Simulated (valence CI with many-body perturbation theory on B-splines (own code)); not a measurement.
Au⁵⁸⁺: calculated level list

Level of theory: configuration interaction combined with many-body perturbation theory (CI+MBPT): three valence electrons over a frozen Dirac-Fock core [Ar], a basis of 7 s, 7 p, 8 d, 6 f, 4 g, 1 h functions for each j, with the one-electron correlation potential Σ1, the two-electron term Σ2, the three-electron term Σ3, Breit, model QED; selected CI, second order for the rest, scaled by the run's own slope (own B-spline code, finite nucleus).

No measured spectrum was set against this ion. As an estimate, large intervals hold to a few tenths of a per cent, small ones and those within an open d or f shell to about a per cent. The list stops below the first excitations out of the core. Only levels of the ground parity were solved; by the run's estimate the other parity begins above the list, which can be wrong where configurations are misplaced.

Levels 1 to 16 of 16, with energies above the lowest level, (3d3/2^3) J=3/2. "Leading %" is the weight of the configuration and term that name the level; weights of strongly mixed levels are sums over their largest components and can fall short, so below about 35 % the name and the second component can differ from the true leading terms, or belong to a minority configuration. In the jj column 3d3/2^4 stands for four electrons in 3d with j = 3/2.

```tsv
No.	Configuration	Term	J	E (cm⁻¹)	Leading %	Leading jj	g
1	3d3	4F	3/2	0	42	3d3/2^3 (99 %)	0.732
2	3d3	4F	5/2	739580	80	3d3/2^2 3d5/2 (99 %)	1.052
3	3d3	4P	3/2	793570	38	3d3/2^2 3d5/2 (99 %)	1.156
4	3d3	2H	9/2	824000	48	3d3/2^2 3d5/2 (100 %)	1.025
5	3d3	2G	7/2	828370	50	3d3/2^2 3d5/2 (98 %)	1.029
6	3d3	4P	1/2	841050	56	3d3/2^2 3d5/2 (100 %)	1.785
7	3d3	2D	5/2	1052400	48	3d3/2^2 3d5/2 (98 %)	1.216
8	3d3	4F	7/2	1553600	69	3d3/2 3d5/2^2 (99 %)	1.122
9	3d3	4F	9/2	1594700	49	3d3/2 3d5/2^2 (99 %)	1.125
10	3d3	4P	3/2	1642100	40	3d3/2 3d5/2^2 (100 %)	1.096
11	3d3	2P	1/2	1668100	56	3d3/2 3d5/2^2 (100 %)	1.526
12	3d3	2H	11/2	1676100	100	3d3/2 3d5/2^2 (100 %)	1.077
13	3d3	4P	5/2	1678100	41	3d3/2 3d5/2^2 (98 %)	1.304
14	3d3	2F	7/2	1760000	77	3d3/2 3d5/2^2 (99 %)	1.078
15	3d3	2F	5/2	1761200	45	3d3/2 3d5/2^2 (99 %)	1.083
16	3d3	2D	3/2	1944100	82	3d3/2 3d5/2^2 (98 %)	0.865
```

The ionisation energy to 3d2 3F_2 of the next ion comes out as 5995 eV (NIST: 5994 ± 6 eV (theoretical)). All 16 levels together are meant to be complete up to 2043400 cm⁻¹.
